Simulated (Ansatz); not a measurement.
This geometry of a periodic cell of 33 atoms, Al₃₂Cu (host Al, host structure fcc, interstitial Cu) is a first-order saddle point.

Theory: Ansatz, DFT PBEsol, scalar-relativistic, plane waves, PAW. Settings: PAW set soft_1, cutoff 420 eV, k mesh 2x2x2, fermi-dirac smearing 0.05 eV, no spin polarisation.

```xyz
33
Lattice="8.1000 0.0000 0.0000 0.0000 8.1000 0.0000 0.0000 0.0000 8.1000" Properties=species:S:1:pos:R:3
Al 4.239 -0.187 0.001
Al 5.856 2.294 0.001
Al 6.128 0.026 2.040
Al 0.144 0.929 0.000
Al 2.441 1.917 0.002
Al 3.640 4.157 0.002
Al 5.935 5.149 0.000
Al 2.056 0.039 2.066
Al 4.088 1.990 2.100
Al 6.048 3.951 2.310
Al 4.024 -0.027 4.051
Al 6.033 1.895 4.051
Al 6.129 0.026 6.064
Al 0.222 3.781 0.001
Al 1.841 6.260 0.001
Al 0.031 2.123 2.312
Al 1.992 4.085 2.100
Al 4.023 6.035 2.066
Al 0.053 -0.058 4.052
Al 2.104 2.047 4.051
Al 3.976 4.028 4.051
Al 6.026 6.132 4.052
Al 2.057 0.039 6.036
Al 4.088 1.990 6.002
Al 6.048 3.950 5.791
Al -0.049 6.048 2.039
Al 0.046 4.180 4.051
Al 2.056 6.101 4.051
Al 0.031 2.124 5.789
Al 1.992 4.085 6.003
Al 4.023 6.036 6.036
Al -0.050 6.047 6.064
Cu -1.009 7.088 0.003
```

Q: Which two structures does it join? (They come from a converged band through this point; their orientation in space is the band's.)

A: Contacts lost: Al1–Al2, Al1–Al7, Al2–Al4, Al14–Cu33, Al15–Cu33, Al26–Cu33, Al32–Cu33. Contacts made: Al1–Cu33, Al2–Cu33, Al3–Cu33, Al4–Al15, Al7–Al14, Al13–Cu33, Al14–Al15. The atom that moves furthest is Cu33, by 2.85 Å; four of its nearest neighbours are Al4 2.34, Al26 2.34, Al15 2.34, Al7 2.34 Å at the first end and Al4 2.34, Al3 2.34, Al7 2.34, Al13 2.34 Å at the last.

Initial state:

```xyz
33
Lattice="8.1000 0.0000 0.0000 0.0000 8.1000 0.0000 0.0000 0.0000 8.1000" Properties=species:S:1:pos:R:3
Al 4.052 0.077 0.001
Al 5.999 2.030 0.001
Al 6.050 0.029 2.053
Al -0.001 0.329 -0.001
Al 2.102 2.030 0.001
Al 4.052 3.974 0.001
Al 5.765 6.073 -0.001
Al 2.050 0.026 2.051
Al 4.050 2.025 2.047
Al 6.045 4.022 2.057
Al 4.050 0.022 4.050
Al 6.054 2.025 4.050
Al 6.047 0.031 6.047
Al -0.001 3.747 -0.001
Al 2.347 6.073 -0.001
Al 0.001 2.030 2.102
Al 2.055 4.024 2.055
Al 4.052 6.076 2.102
Al 0.001 0.077 4.053
Al 2.047 2.025 4.050
Al 4.050 4.030 4.050
Al 5.999 6.077 4.053
Al 2.053 0.029 6.049
Al 4.050 2.025 6.055
Al 6.043 4.019 6.043
Al -0.001 6.073 2.349
Al 0.001 3.974 4.053
Al 2.102 6.076 4.053
Al 0.001 2.030 5.999
Al 2.057 4.021 6.045
Al 4.052 6.077 5.999
Al -0.001 6.073 5.767
Cu 0.007 6.091 0.010
```

Final state:

```xyz
33
Lattice="8.1000 0.0000 0.0000 0.0000 8.1000 0.0000 0.0000 0.0000 8.1000" Properties=species:S:1:pos:R:3
Al 3.738 -0.002 0.001
Al 6.078 2.338 0.001
Al 6.078 -0.002 2.342
Al 0.321 -0.003 0.001
Al 2.029 2.103 0.001
Al 3.973 4.047 0.001
Al 6.078 5.756 0.001
Al 2.029 -0.003 2.106
Al 4.022 2.055 2.058
Al 6.079 4.047 2.106
Al 3.974 -0.003 4.051
Al 6.079 2.102 4.051
Al 6.078 -0.002 5.760
Al 0.083 4.047 0.001
Al 2.029 5.992 0.001
Al 0.035 2.054 2.058
Al 2.028 4.048 2.052
Al 4.022 6.040 2.058
Al 0.083 -0.003 4.051
Al 2.028 2.049 4.051
Al 4.027 4.048 4.051
Al 6.079 5.993 4.051
Al 2.029 -0.003 5.996
Al 4.021 2.055 6.044
Al 6.079 4.047 5.996
Al 0.035 6.041 2.057
Al 0.030 4.048 4.051
Al 2.028 6.046 4.051
Al 0.035 2.054 6.044
Al 2.028 4.048 6.050
Al 4.022 6.040 6.044
Al 0.035 6.041 6.045
Cu -2.020 8.097 0.001
```

Q: How far does it lie above each of them?

A: 0.96 eV above the first and 0.96 eV above the second. This is the barrier of this one path; another mechanism may lie lower. Limits of this set-up: coarse k mesh, PAW files made for another functional, a small cell, in which the defect meets its images.

Run time: 22 min on 2 threads of Arm Neoverse V2, on a shared host, peak memory 2.2 GiB.
